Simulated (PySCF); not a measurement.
Geometry:
```json
{"atom": "C1", "x (Å)": "4.849", "y (Å)": "1.043", "z (Å)": "-0.407"}
{"atom": "C2", "x (Å)": "3.606", "y (Å)": "0.332", "z (Å)": "-0.615"}
{"atom": "C3", "x (Å)": "2.569", "y (Å)": "-0.258", "z (Å)": "-0.785"}
{"atom": "Si4", "x (Å)": "0.969", "y (Å)": "-1.145", "z (Å)": "-1.037"}
{"atom": "Si5", "x (Å)": "-0.557", "y (Å)": "-0.147", "z (Å)": "0.354"}
{"atom": "O6", "x (Å)": "-1.923", "y (Å)": "-0.874", "z (Å)": "-0.144"}
{"atom": "C7", "x (Å)": "-3.210", "y (Å)": "-0.784", "z (Å)": "0.386"}
{"atom": "C8", "x (Å)": "-3.815", "y (Å)": "0.603", "z (Å)": "0.226"}
{"atom": "H9", "x (Å)": "5.505", "y (Å)": "0.908", "z (Å)": "-1.267"}
{"atom": "H10", "x (Å)": "5.351", "y (Å)": "0.662", "z (Å)": "0.483"}
{"atom": "H11", "x (Å)": "4.654", "y (Å)": "2.107", "z (Å)": "-0.274"}
{"atom": "H12", "x (Å)": "0.679", "y (Å)": "-1.057", "z (Å)": "-2.479"}
{"atom": "H13", "x (Å)": "1.248", "y (Å)": "-2.566", "z (Å)": "-0.760"}
{"atom": "H14", "x (Å)": "-0.384", "y (Å)": "-0.376", "z (Å)": "1.801"}
{"atom": "H15", "x (Å)": "-0.662", "y (Å)": "1.320", "z (Å)": "0.246"}
{"atom": "H16", "x (Å)": "-3.820", "y (Å)": "-1.523", "z (Å)": "-0.146"}
{"atom": "H17", "x (Å)": "-3.185", "y (Å)": "-1.057", "z (Å)": "1.449"}
{"atom": "H18", "x (Å)": "-3.239", "y (Å)": "1.328", "z (Å)": "0.796"}
{"atom": "H19", "x (Å)": "-4.842", "y (Å)": "0.603", "z (Å)": "0.582"}
{"atom": "H20", "x (Å)": "-3.800", "y (Å)": "0.893", "z (Å)": "-0.822"}
```

- GFN2-xTB structure
- shielding tensors at PBE0/pcSseg-1 (GIAO)
- program: PySCF 2.14
- isolated molecule, non-relativistic Hamiltonian, fast rotation and ring inversion assumed for equivalent nuclei, single conformer

Chemical shifts δ = σref − σ; TMS for $^{13}$C (186.93 ppm), $^{1}$H (31.72 ppm), $^{29}$Si (349.16 ppm); $^{17}$O (336.08 ppm) against H2O, all at this level.

| atoms | nucleus | count | Hirshfeld charge | δ (ppm) |
| --- | --- | --- | --- | --- |
| C2 | $^{13}$C | 1 | -0.03 | 115.1 |
| H18/H19/H20 | $^{1}$H | 3 | 0.04 | ? |
| C1 | $^{13}$C | 1 | -0.09 | ? |
| C3 | $^{13}$C | 1 | -0.19 | 78.2 |
| Si5 | $^{29}$Si | 1 | 0.31 | ? |
| H12/H13 | $^{1}$H | 2 | -0.07 | 4.39 |
| C7 | $^{13}$C | 1 | 0.01 | 65.0 |
| H9/H10/H11 | $^{1}$H | 3 | 0.06 | ? |
| H16/H17 | $^{1}$H | 2 | 0.04 | 3.90 |
| Si4 | $^{29}$Si | 1 | 0.26 | -106.0 |
| H14/H15 | $^{1}$H | 2 | -0.09 | 5.26 |
| O6 | $^{17}$O | 1 | -0.23 | 18.7 |
| C8 | $^{13}$C | 1 | -0.12 | 18.1 |

Question: Estimate the values marked ?.

Answer: 
- C1: 6.2 ppm, propargylic methyl carbon; a saturated carbon with 1 carbon neighbour and no heteroatom attached
- H9/H10/H11: 2.00 ppm, hydrogen on a propargylic methyl carbon
- H18/H19/H20: 1.27 ppm, hydrogen on a methyl carbon
- Si5: -33.8 ppm, silicon bonded to O, Si, 2 H

Shifts are as computed. Against solution values, carbons near 30 ppm lie about +3 ppm off and those near 130 ppm about +5 ppm. Of 1211 compounds with measured shifts, 218 miss one by over three times the rms of a fit or turn the order of signals round; such compounds aren't used in these exercises. Experimental scales use liquid or dissolved standards, which lie at an offset from isolated H2O (liquid H2O: subtract about 36 ppm).
